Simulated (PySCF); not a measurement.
# Electron correlation in B⁺ (boron, charge +1)

[He] 2s1 3s1, high-spin 3S determinant (an excited configuration). Calculation: PySCF 2.14, in aug-cc-pVTZ (5s4p3d2f, 46 functions); the non-relativistic Hamiltonian (point nucleus). Frozen: 1s2; 2 electrons correlated.

Total MP2 correlation energy: -3.19 mhartree.

Same-spin part -3.19 and opposite-spin part 0.00 mhartree; SCS-MP2 scales them by 1/3 and 6/5 to -1.06 mhartree.
